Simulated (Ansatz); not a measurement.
Species: NaLi, net charge 0, singlet state. SMILES: [Li][Na]
Geometry: optimised at B3LYP-D3(BJ)/def2-TZVP (Ansatz, a quantum-chemistry and plane-wave program).

Atomisation energy built up term by term with Ansatz (kcal/mol; UHF references for open shells; valence terms freeze the core; atomic spin-orbit terms are left out; no core correlation term is included; no scalar relativity (X2C) term is included). Basis-set limits of correlation are two-point, X^-3; Hartree-Fock from the larger set.

The Hartree-Fock reference is unstable (checked in the largest basis), which strains HF and MP2. 

| term | basis | kcal/mol |
|---|---|---|
| Hartree-Fock | def2-QZVPPD | ___ |
| CCSD correlation | CBS(def2-TZVPPD,def2-QZVPPD) | 19.00 |
| (T) | CBS(def2-TZVPPD,def2-QZVPPD) | ___ |
| sum: De |  | ___ |

What belongs in the gaps?


- Hartree-Fock, kcal/mol: 1.25
- (T), kcal/mol: 0.00
- sum: De, kcal/mol: 20.2
